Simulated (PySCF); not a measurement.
## `N#C[Si@@H]([SiH3])[Si@H](O)[SiH3]`, CH$_{9}$NOSi$_{4}$

Geometry (Å), atoms numbered from 1 in this order:
```xyz
16

N    -1.372   -2.924   -2.151
C    -1.141   -1.865   -1.771
Si   -0.731   -0.189   -1.046
Si   -2.626    0.422    0.156
Si    1.329   -0.439    0.040
O     1.067   -1.238    1.446
Si    2.380    1.480    0.776
H    -0.575    0.601   -2.283
H    -2.358    0.313    1.594
H    -3.804   -0.398   -0.128
H    -2.985    1.817   -0.115
H     2.197   -1.301   -0.789
H     0.761   -2.139    1.493
H     2.872    2.236   -0.381
H     1.455    2.371    1.485
H     3.524    1.263    1.662
```

Computed, not measured: TDDFT LC-wPBE/aug-cc-pVDZ circular dichroism and optical rotation, one conformer, gas phase (PySCF 2.14.0). Geometry: GFN2-xTB.

The molecule is flexible and this is one conformer; a measurement averages over conformers.

Task: What are the CIP labels of the stereocentres?

Result: Si3 S, Si5 R.

Task: List the lowest 12 singlet excitations with oscillator and rotatory strengths.

Result: Rotatory strengths R in 10⁻⁴⁰ esu² cm², velocity form and length form (origin at the centre of mass); f in length form.
| state | E (eV) | λ (nm) | f | R (velocity) | R (length) | main |
| --- | --- | --- | --- | --- | --- | --- |
| 1 | 5.91 | 210 | 0.105 | -10.8 | -11.6 | HOMO→LUMO 0.73, HOMO→LUMO+1 0.08 |
| 2 | 6.41 | 193 | 0.031 | +37.7 | +37.6 | HOMO→LUMO+1 0.29, HOMO→LUMO+2 0.14 |
| 3 | 6.75 | 184 | 0.039 | +32.1 | +31.8 | HOMO−1→LUMO 0.60 |
| 4 | 6.98 | 178 | 0.024 | +11.8 | +11.6 | HOMO−2→LUMO 0.20 |
| 5 | 7.18 | 173 | 0.407 | -59.1 | -58.8 | HOMO→LUMO+3 0.25, HOMO→LUMO+4 0.12 |
| 6 | 7.25 | 171 | 0.072 | +2.1 | +2.1 | HOMO−2→LUMO 0.12, HOMO→LUMO+8 0.10 |
| 7 | 7.34 | 169 | 0.007 | +17.0 | +17.0 | HOMO−2→LUMO+3 0.12, HOMO−1→LUMO+1 0.10 |
| 8 | 7.59 | 163 | 0.007 | -10.5 | -10.9 | mixed |
| 9 | 7.64 | 162 | 0.020 | +7.3 | +5.9 | HOMO−1→LUMO+4 0.11 |
| 10 | 7.72 | 161 | 0.146 | -77.0 | -75.7 | HOMO→LUMO+2 0.21 |
| 11 | 7.80 | 159 | 0.034 | -30.0 | -29.5 | HOMO−2→LUMO+1 0.15, HOMO−1→LUMO+1 0.14 |
| 12 | 7.95 | 156 | 0.158 | -36.9 | -36.3 | HOMO→LUMO+1 0.14, HOMO−1→LUMO+3 0.10 |

Among the states computed, the strongest CD band (largest |R|) is state 10. The largest dissymmetry factor in size, g = 4R/(D+G), with D and G the electric and magnetic dipole strengths, is +0.027 for state 7 (velocity form, f = 0.007), among bands with |R| over 0.5. The mirror image has the same energies and oscillator strengths and all R with the opposite sign.
